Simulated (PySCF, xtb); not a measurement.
C3H7ClOSi, SMILES C=C(Cl)[Si@@H](C)O. One conformer was computed; it need not be the lowest.

Harmonic wavenumbers (cm⁻¹) from xtb with GFN2-xTB at its own minimum, in rising order: 30, 93, 109, 157, 196, 247, 266, 335, 377, 539, 641, 680, 691, 736, 773, 795, 827, 841, 891, 907, 1079, 1369, 1384, 1473, 1478, 1653, 2239, 3041, 3054, 3054, 3090, 3121, 3668.

**Question.** What does PBE-D3(BJ)/def2-SVP in PySCF give at its own minimum? (Estimate from the structure and the level; the computed values follow.)

**Answer.** 59, 120, 143, 169, 224, 246, 273, 344, 402, 538, 650, 691, 701, 738, 750, 802, 832, 850, 877, 914, 1061, 1216, 1325, 1377, 1380, 1617, 2146, 2983, 3068, 3086, 3090, 3172, 3768. Paired by order, the mean absolute difference is 33 cm⁻¹ and the zero-point energies are 56.9 and 56.6 kcal/mol.
